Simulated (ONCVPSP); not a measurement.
# What one change does to a pseudopotential (rhodium, ONCV)

ONCVPSP 4.0.1 input, shortened (lines: element, Z, core and valence counts, functional; n l f; lmax; l rc ep ncon nbas qcut; lloc lpopt rc5 dvloc0; l nproj debl; icmod fcfact rcfact), PBE, fully relativistic:

```
  Rh 45.00    6    4        4      upf
    1    0    2.00
    2    0    2.00
    2    1    6.00
    3    0    2.00
    3    1    6.00
    3    2   10.00
    4    0    2.00
    4    1    6.00
    4    2    8.00
    5    0    1.00
    2
    0    1.50    0.00    4    8    6.00
    1    1.15    0.00    4    7    7.40
    2    2.15    0.00    4    9    7.90
    4    5    0.90    3.00
    0    3    2.70
    1    3    1.30
    2    2    1.20
    0    0.00    0.00
```

Open shells are filled in proportion to 2j + 1.

In the p channel the program set the typed energies aside and used -1.807, 0.250, 1.550 Ha (j = l + 1/2; the other j can differ).

Change: d: rc 1.58.

Cutoffs: the cutoffs (Ha) at which the residual kinetic energy of the hardest occupied pseudo-wave falls to 1 and 0.1 mHa per electron; they do not see the model core or the augmentation charge, which bear on the density cutoff. Errors are all-electron minus pseudo energies relative to the spin-unpolarised reference configuration.

Q: How do hardness, ghosts and transferability respond?

A: The potential gets neither clearly harder nor softer (84 Ha and 110 Ha → 84 Ha and 110 Ha); both files keep a bound ghost (p); of the 4 tests that both files solve, the error grows in 0 and shrinks in 4 by more than 15 % and 0.3 meV (median size 2.1 → 0.9 meV). Less of the atom is replaced, so other configurations are described better.

| quantity | base | changed |
| --- | --- | --- |
| cutoff, loose | 84 Ha | 84 Ha |
| cutoff, tight | 110 Ha | 110 Ha |
| loose cutoff by channel | s 18 Ha, p 84 Ha, d 21 Ha | s 18 Ha, p 84 Ha, d 25 Ha |
| bound ghosts | p3/2 | p3/2 |
| GHOST(+) flags under 300 eV | none | none |
| error for 4s2 4p6 4d8 5s0, meV [ΔE 7.46 eV] | +0.6 | -0.1 |
| error for 4s2 4p6 4d7 5s0, meV [ΔE 26.97 eV] | +1.5 | +0.6 |
| error for 4s2 4p6 4d6 5s0, meV [ΔE 59.47 eV] | +29 | +4.3 |
| error for 4s2 4p6 4d9 5s0, meV [ΔE -0.91 eV] | +2.6 | -1.1 |
| s: phases at 1.52 bohr within 0.05 rad from the reference energy up to (Ha; the scan ends near 5) | to the end of the scan | to the end of the scan |
| p3/2: phases at 1.17 bohr within 0.05 rad from the reference energy up to (Ha; the scan ends near 5) | to the end of the scan | to the end of the scan |
| p1/2: phases at 1.17 bohr within 0.05 rad from the reference energy up to (Ha; the scan ends near 5) | to the end of the scan | to the end of the scan |

 A true bound ghost makes a file unfit for plane-wave use even where its test errors are small: the radial tests pick states by their node count and pass the ghost by.
